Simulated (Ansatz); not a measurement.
`[SiH3]B1CN1` + H₂O → `OB1CN1` + SiH₄  (formal hydrolysis of a B–Si bond)

Program: Ansatz. Geometries: PBE0-D4/def2-TZVP. ΔE: electronic, gas phase. CCSD(T)/CBS adds triple-zeta CCSD(T) − MP2 to the extrapolated MP2 energy (def2 sets, frozen cores). This one scheme is used for every species. DFT in def2-TZVPP. B3LYP here is the variant with VWN-RPA as its local correlation; programs differ in this. One conformer a species, not always the lowest.

(1) Is it downhill or uphill in electronic energy at CCSD(T)/CBS, and by how much? (An estimate is asked.)

(2) What do these levels give: B3LYP-D4, ωB97X-V, B3LYP, CAM-B3LYP, MP2/def2-TZVPP, SCS-MP2/def2-TZVPP? (Estimate.)

Largest T1 diagnostic among the species: 0.014.

## Answers

(1) Ansatz gave: Downhill: ΔE = -95.8 kJ/mol.

(2) The calculation gave: B3LYP-D4 -106.7, ωB97X-V -104.0, B3LYP -110.5, CAM-B3LYP -114.0, MP2/def2-TZVPP -102.8, SCS-MP2/def2-TZVPP -106.0 kJ/mol.

Leaving LDA and LC-ωPBE aside and taking each functional with its dispersion term where it has one, the values, not all of them listed here, spread over 18.7 kJ/mol, from BHLYP-D4 to revPBE-D4. LDA lies −5.8 kJ/mol from PBE without D4. From BLYP to BHLYP (50 % exact exchange), in def2-TZVPP and without D4, ΔE moves by −7.3 kJ/mol. The D4 term adds +3.8 kJ/mol with B3LYP and +2.3 kJ/mol with PBE0; it sums over pairs of atoms, weighted by their polarisabilities, and B3LYP, whose exchange is more repulsive, gets the larger term.
